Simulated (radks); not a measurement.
Values are calculated unless marked as measured or tabulated.
Species: neutral iodine. Configuration: [Kr] 4d10 5s2 5p5. Level of theory: scalar-relativistic Kohn-Sham, exchange-only B88, spin-polarised, spherical densities, point nucleus; open shells are filled with parallel spins first (spin-orbit coupling, left out, can overturn this in heavy ions) (a radial shooting solver on a logarithmic mesh with Libxc functionals). Some entries of the table are withheld. Estimate them.

orbital,occ.,eigenvalue (hartree),<r> (bohr)
1s up,1,-1212.319,0.02722
1s down,1,-1212.318,0.02722
2s up,1,-187.2709,0.1172
2s down,1,-187.2705,0.1172
2p up,3,-168.0884,0.1025
2p down,3,-168.0876,0.1025
3s up,1,-37.75309,0.3141
3s down,1,-37.75209,0.3141
3p up,3,-31.53836,0.3122
3p down,3,-31.53723,0.3122
3d up,5,-22.22819,0.2886
3d down,5,-22.22712,0.2886
4s up,1,-6.59113,0.7400
4s down,1,-6.58870,0.7399
4p up,3,(1),0.7923
4p down,3,(2),0.7920
4d up,5,-1.80676,(3)
4d down,5,-1.80234,(4)
5s up,1,-0.61811,(5)
5s down,1,-0.59088,(6)
5p up,3,-0.24018,2.491
5p down,2,-0.21276,2.523

Answer. 
(1) 4p up eigenvalue (hartree): -4.64356
(2) 4p down eigenvalue (hartree): -4.64097
(3) 4d up <r> (bohr): 0.9231
(4) 4d down <r> (bohr): 0.9213
(5) 5s up <r> (bohr): 1.969
(6) 5s down <r> (bohr): 1.966
